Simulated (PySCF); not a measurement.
Zn(Et) (C₂H₅Zn), SMILES [CH2]([Zn+])C, charge +1.

The structure is a stationary point at B3LYP-D3(BJ)/def2-SVP. The spin state was assumed, not searched. The isomer is the one that the SMILES or the coordinates give; other isomers of the formula were not compared.

Method: PySCF with ωB97X/def2-TZVPD.

Isolated molecule, no solvent.

Computed frontier levels, gap, dipole moment and polarisability:
```json
{
  "highest_occupied_level": "-15.59 eV",
  "lowest_empty_level": "-6.96 eV",
  "orbital_gap": "8.63 eV",
  "dipole_moment_about_the_centre_of_nuclear_charge": "0.291 e·Å",
  "mean_static_polarisability": "54.2 bohr³ (8.04 Å³)",
  "polarisability_principal_values": "37.2, 40.1, 85.5 bohr³"
}
```
